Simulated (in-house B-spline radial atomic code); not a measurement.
One electron outside the 1s2 core: V²⁰⁺

Computed with a B-spline radial code for spherical atoms, no-pair Dirac-Coulomb Hamiltonian, finite nucleus. Rungs: frozen-core Dirac-Hartree-Fock (DHF); Brueckner orbitals from the second-order correlation potential; the same with the Coulomb interaction screened by the core and the hole-particle interaction summed; Breit and QED terms from differences of relaxed Dirac-Fock atoms, where computed. Partial waves beyond l = 6 are extrapolated. The tables show a selection of states; those near core-excited levels, with erratic corrections or far from their DHF start are never shown.

Command:
```bash
python run_mb.py task.json out
```
Settings (nuclear radius in fm, box in bohr, cutoff in hartree):
```
basis_form          2
Z                   23
core_configuration  1s2
rms_radius          3.6002
mass_number         51
speed_of_light      137.036
box_radius          10.057
lmax                6
intervals           63
virtual_cutoff      1058.0
```

Cost of the run: 11 s on 1 thread of Arm Neoverse V1, with other jobs on the host.

Removal energies (eV):

```
state      DHF  second order  screened  Breit + QED    final
2s1/2  1570.17       1570.31   1570.32       -0.674  1569.64
2p1/2   1527.8       1528.14   1528.14       -0.702  1527.44
2p3/2  1518.08        1518.4    1518.4        -0.32  1518.08
3s1/2  687.261       687.302   687.303       -0.195  687.108
3p1/2  675.525       675.606   675.607       -0.197   675.41
3p3/2  672.651        672.73    672.73      -0.0882  672.642
3d3/2   668.17             ?         ?            ?        ?
3d5/2  667.293             ?         ?            ?        ?
4s1/2  383.699       383.715   383.716            -        -
4p1/2  378.867       378.899   378.899            -        -
```

Problem. What does correlation do to 3d5/2?

Solution. It adds 0.03279 eV to the removal energy in second order and 0.03341 eV with screening; Breit and QED add -0.00329 eV, for a final 667.323 eV.

Problem. What does correlation do to 3d3/2?

Solution. It adds 0.03331 eV to the removal energy in second order and 0.03393 eV with screening; Breit and QED add -0.00606 eV, for a final 668.198 eV.

Problem. How does the lowest state compare with the NIST ionisation energy?

Solution. 2s1/2 is bound by 1569.643 eV, without recoil; NIST lists 1569.656 ± 0.007 eV (tabulated theory), a difference of -0.013 eV.

Electric-dipole lines from 2s1/2 (reduced matrix elements in atomic units, length form, static core polarisation, sign of DHF taken positive):

```csv
upper,DHF,+ core polarisation,+ Brueckner,λ (nm),A (s⁻¹)
2p1/2,0.1972,0.1967,0.1967,29.378,1.55e+09
2p3/2,0.2806,0.28,0.2799,24.047,2.85e+09
```

Magnetic hyperfine constants per unit nuclear g factor (MHz, nucleus as a uniformly magnetised ball; they apply to isotopes with nuclear spin):

```
state     DHF  + core polarisation  + Brueckner
2s1/2  351300               362000       362200
2p1/2  110500               113300       113400
2p3/2   21130                18810        18820
3s1/2  102300               105100       105200
3p1/2   32550                33210        33220
3p3/2    6230                 5717         5719
```
